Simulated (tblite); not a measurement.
Compound: C₅H₆BF₃S.
Atom-mapped SMILES: `[CH:1]#[C:2][BH:3][CH2:4][S:5][CH2:6][C:7]([F:8])([F:9])[F:10]` (hydrogens: H11 on C1; H12 on B3; H13, H14 on C4; H15, H16 on C6)

Computed with GFN2-xTB (tblite), gas phase: L-BFGS steps from a force-field or distance-geometry start until the largest atomic force falls under 0.01 eV/Å.

Step 48: E = -880.5075 eV
```
atom  x, y, z in Å  |  force x, y, z in eV/Å
C1      3.3180   -0.1716    1.1988    0.053   0.016  -0.031
C2      2.6324   -0.1408    0.2065   -0.039   0.027   0.000
B3      1.7905   -0.0752   -1.0283    0.038  -0.055  -0.104
C4      0.6904    1.0439   -1.1863   -0.016  -0.011   0.005
S5     -0.2260    1.4010    0.3628    0.040   0.063   0.052
C6     -1.1864   -0.1525    0.4802    0.065   0.080   0.000
C7     -2.6628    0.1823    0.5412    0.035  -0.041  -0.013
F8     -3.0733    0.9260   -0.4931    0.023  -0.040  -0.001
F9     -2.9952    0.8463    1.6536   -0.044  -0.101  -0.047
F10    -3.4070   -0.9413    0.5112   -0.053   0.043   0.080
H11     3.9451   -0.1917    2.0424   -0.024  -0.021   0.051
H12     1.9603   -0.8437   -1.8964    0.013  -0.021   0.001
H13    -0.0639    0.8467   -1.9481    0.027   0.053  -0.057
H14     1.1641    1.9963   -1.4359   -0.009  -0.012   0.026
H15    -0.9029   -0.6925    1.3858   -0.061   0.012  -0.052
H16    -0.9909   -0.7566   -0.4057   -0.048   0.007   0.088
```

Step 49: E = -880.5100 eV
```
atom  x, y, z in Å  |  force x, y, z in eV/Å
C1      3.3011   -0.1778    1.1979    0.069   0.012  -0.035
C2      2.6242   -0.1434    0.2000   -0.044   0.012  -0.015
B3      1.7815   -0.0779   -1.0342   -0.017  -0.021  -0.068
C4      0.6916    1.0541   -1.1898   -0.008  -0.021   0.001
S5     -0.2266    1.4163    0.3583    0.077   0.060   0.019
C6     -1.1727   -0.1428    0.4885   -0.001   0.074   0.015
C7     -2.6539    0.1752    0.5395    0.000  -0.024  -0.023
F8     -3.0696    0.9132   -0.4962    0.045  -0.024  -0.048
F9     -3.0069    0.8375    1.6465   -0.013  -0.122  -0.020
F10    -3.3839   -0.9574    0.5022   -0.050   0.027   0.100
H11     3.9263   -0.2041    2.0424   -0.022  -0.015   0.065
H12     1.9294   -0.8579   -1.8953    0.030  -0.021  -0.002
H13    -0.0626    0.8647   -1.9542    0.036   0.068  -0.047
H14     1.1763    2.0029   -1.4321   -0.022  -0.019   0.015
H15    -0.8899   -0.6670    1.4030   -0.050  -0.006  -0.046
H16    -0.9718   -0.7589   -0.3881   -0.029   0.020   0.090
```

Step 50: E = -880.5124 eV
```
atom  x, y, z in Å  |  force x, y, z in eV/Å
C1      3.2868   -0.1833    1.1962    0.083   0.006  -0.026
C2      2.6155   -0.1467    0.1946   -0.047  -0.002  -0.042
B3      1.7732   -0.0813   -1.0408   -0.065   0.032   0.009
C4      0.6925    1.0626   -1.1928    0.010  -0.023  -0.008
S5     -0.2257    1.4316    0.3549    0.095   0.033  -0.019
C6     -1.1602   -0.1322    0.4964   -0.070   0.052   0.027
C7     -2.6457    0.1682    0.5374   -0.039   0.002  -0.021
F8     -3.0654    0.9008   -0.4999    0.058  -0.014  -0.087
F9     -3.0182    0.8269    1.6396    0.012  -0.108   0.020
F10    -3.3640   -0.9716    0.4963   -0.031   0.001   0.094
H11     3.9089   -0.2148    2.0431   -0.031  -0.009   0.056
H12     1.9021   -0.8701   -1.8947    0.047  -0.036  -0.025
H13    -0.0607    0.8831   -1.9609    0.035   0.073  -0.032
H14     1.1879    2.0077   -1.4284   -0.026  -0.021   0.005
H15    -0.8794   -0.6439    1.4176   -0.033  -0.018  -0.020
H16    -0.9552   -0.7604   -0.3700    0.002   0.031   0.067
```

Q: Estimate the geometry and energy of step 51. (The exact step hangs on the optimiser's Hessian estimate; all steps are aligned on step 50, rigid shifts and turns removed.)

A: E = -880.5150 eV, largest force 0.114 eV/Å
```
atom  x, y, z in Å  |  force x, y, z in eV/Å
C1      3.2706   -0.1909    1.1937    0.072  -0.001  -0.037
C2      2.6020   -0.1509    0.1899   -0.019  -0.014  -0.031
B3      1.7603   -0.0842   -1.0470   -0.090   0.035   0.049
C4      0.6922    1.0736   -1.1970    0.027  -0.017  -0.026
S5     -0.2235    1.4515    0.3504    0.086  -0.020  -0.047
C6     -1.1454   -0.1188    0.5063   -0.109   0.013   0.031
C7     -2.6357    0.1597    0.5336   -0.066   0.019   0.000
F8     -3.0568    0.8864   -0.5070    0.060  -0.017  -0.096
F9     -3.0298    0.8116    1.6320    0.026  -0.071   0.046
F10    -3.3401   -0.9889    0.4899   -0.002  -0.010   0.066
H11     3.8883   -0.2289    2.0449   -0.052  -0.001   0.022
H12     1.8689   -0.8864   -1.8927    0.054  -0.007  -0.005
H13    -0.0598    0.9067   -1.9694    0.029   0.069  -0.015
H14     1.1993    2.0139   -1.4266   -0.020  -0.017  -0.001
H15    -0.8654   -0.6169    1.4348   -0.026  -0.011   0.001
H16    -0.9328   -0.7612   -0.3474    0.031   0.051   0.044
```

The energy changes by -0.0026 eV. The first-order estimate −F·Δx gives -0.0035 eV and the mean of the old and new forces, exact on a quadratic surface, -0.0026 eV. The step makes an angle of 83° with the force vector and moves no atom by more than 0.037 Å.

What follows is the cost of the whole relaxation. Hardware: Arm Neoverse V2, one thread (shared host). Cost: 0.88 s.
